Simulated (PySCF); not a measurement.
Computed Raman spectrum (relative Raman activity) of a molecule CH8FNSi2. Geometry: B3LYP-D3(BJ)/def2-SVP. Other conformers were not sampled. Level of theory: B3LYP-D3(BJ)/def2-SVP (PySCF). Frequencies are harmonic and unscaled.

Lines under 2 % of the strongest are left out, and lines within 2 cm⁻¹ are merged.

ν (cm⁻¹): 407 (w), 421 (w), 495 (vw), 618 (w), 671 (w), 739 (w), 796 (vw), 826 (w), 843 (vw), 853 (w), 909 (w), 932 (w), 958 (w), 1266 (w), 1366 (vw), 1432 (w), 1635 (vw), 2185 (s), 2194 (s), 2212 (vs), 2219 (s), 3028 (m), 3078 (m), 3487 (m), 3564 (m) (against the strongest line: vs over 80 %, s over 45 %, m over 15 %, w over 4 %, vw less)

Q: Which molecule gave these data?
A) NC[SiH2][SiH2]F
B) C[SiH2]N[SiH2]F
C) C[Si@@](N)(F)[SiH3]
D) N[Si@H](F)C[SiH3]

A: A, NC[SiH2][SiH2]F
